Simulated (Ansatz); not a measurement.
Basis-set extrapolation for `C1[SiH2][SiH2]S1` (PBE0-D4/def2-TZVP geometry, frozen core, Ansatz). Multiplicity 1, RHF reference.

```json
{"": "HF", "def2-TZVPP": "-1016.811977", "def2-QZVPP": "-1016.842658"}
{"": "MP2 correlation", "def2-TZVPP": "-0.589103", "def2-QZVPP": "-0.634259"}
{"": "CCSD(T) correlation", "def2-TZVPP": "-0.676028", "def2-QZVPP": "not run"}
```

Energies in hartree. Use E(X) = E(∞) + A·exp(−7.88·√X) for Hartree–Fock and E(X) = E(∞) + B·X^(−2.97) for correlation, with X = 3 and 4, and add CCSD(T) minus MP2 of the smaller set to the MP2 limit.

Q: What is the CCSD(T) energy at the basis-set limit?

A: HF limit: -1016.842658 + (-0.030681) × 0.13774 = -1016.84688. MP2 limit: -0.634259 + (-0.045156) × 0.74074 = -0.66771. Higher-order term: -0.676028 − (-0.589103) = -0.08692. Total: -1017.60151 hartree, 3.09 eV below CCSD(T)/def2-TZVPP.
